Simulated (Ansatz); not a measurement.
Consider the redistribution: `C[Si](C)(C)Cl` + `O[SiH2]B(O)F` → `C[Si](C)(O)Cl` + `CB(F)[SiH2]O`.

Computed with Ansatz on PBE0-D4/def2-TZVP structures; ΔE is electronic, products minus reactants. CBS: MP2 limit from def2 TZ/QZ plus the TZ coupled-cluster correction, frozen cores. DFT in def2-TZVPP. B3LYP here is the variant with VWN-RPA as its local correlation; programs differ in this. Each species was taken in one conformer, which may not be the lowest.

Is it downhill or uphill in electronic energy at CCSD(T)/CBS, and by how much? (An estimate is asked.)

Computed: Uphill: ΔE = +39.8 kJ/mol.

What do these levels give: PBE0-D4, B3LYP-D4, r2SCAN, PBE0, B3LYP, HF/def2-TZVPP, MP2/def2-TZVPP, CCSD(T)/def2-TZVPP, HF/def2-QZVPP, MP2/def2-QZVPP, HF/CBS(def2), CCSD/CBS(def2)? (Best estimate.)

Computed: PBE0-D4 42.4, B3LYP-D4 40.0, r2SCAN 38.8, PBE0 41.6, B3LYP 38.6, HF/def2-TZVPP 35.6, MP2/def2-TZVPP 42.7, CCSD(T)/def2-TZVPP 41.8, HF/def2-QZVPP 35.0, MP2/def2-QZVPP 41.4, HF/CBS(def2) 35.0, CCSD/CBS(def2) 38.5 kJ/mol.

Largest T1 diagnostic among the species: 0.013.

In def2-TZVPP, CCSD(T) changes the Hartree–Fock value by +6.2 kJ/mol (the triples alone add +1.3 kJ/mol) and MP2 by +7.1 kJ/mol.
